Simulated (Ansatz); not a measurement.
Species: C4H2BrSe, net charge 0, doublet state. It need not be the lowest isomer of its formula. 
Structure (B3LYP-D3(BJ)/def2-TZVP (Ansatz, a program for electronic structure) minimum search):
SMILES: [c]1cc(Br)c[se]1
```xyz
8

Br     2.2767    -0.5910    -0.1720
C      0.4072    -0.2785    -0.0259
C     -0.5156    -1.3804     0.0815
C     -1.7778    -0.9343     0.1735
Se    -1.9964     0.9098     0.1399
C     -0.1154     0.9699    -0.0177
H     -0.2060    -2.4146     0.0849
H      0.4087     1.9078    -0.0874
```
Charge 0, spin multiplicity 2.

Total electronic energies in hartree. Cores are frozen in the correlated levels unless marked. Open shells are spin-unrestricted. No spin-orbit coupling. The frozen core is the preceding noble-gas configuration, with the filled d and f shells of earlier blocks. No relativistic terms. CBS(X,Y): correlation extrapolated as X^-3; Hartree-Fock from the larger set. [CCSD(T)-MP2]/basis is that difference in the basis named.

The UHF reference is spin-contaminated (<S^2> 0.44 over the pure value in the largest basis). 

```csv
level,program,energy (Eh)
r2SCAN-D4/def2-TZVPD,Ansatz + dftd4,___
PBE0/def2-TZVPD,Ansatz,___
LC-wPBE-D4/def2-TZVPD,Ansatz + dftd4,-5128.48264
RI-MP2/cc-pVTZ,Ansatz,-5125.81156
SCS-MP2/STO-3G,Ansatz,-5069.13150
SCS-MP2/cc-pVQZ,Ansatz,-5125.87788
CCSD/cc-pVDZ,Ansatz,-5125.49657
"RI-MP2/CBS(cc-pVTZ,cc-pVQZ)+[CCSD(T)-MP2]/cc-pVQZ",Ansatz,-5126.0509
"CCSD(T)/CBS(cc-pVTZ,cc-pVQZ)",Ansatz,-5126.0486
```

Q: What belongs in the gaps?

A: 
- r2SCAN-D4/def2-TZVPD, energy (Eh): -5129.17541
- PBE0/def2-TZVPD, energy (Eh): -5128.51696
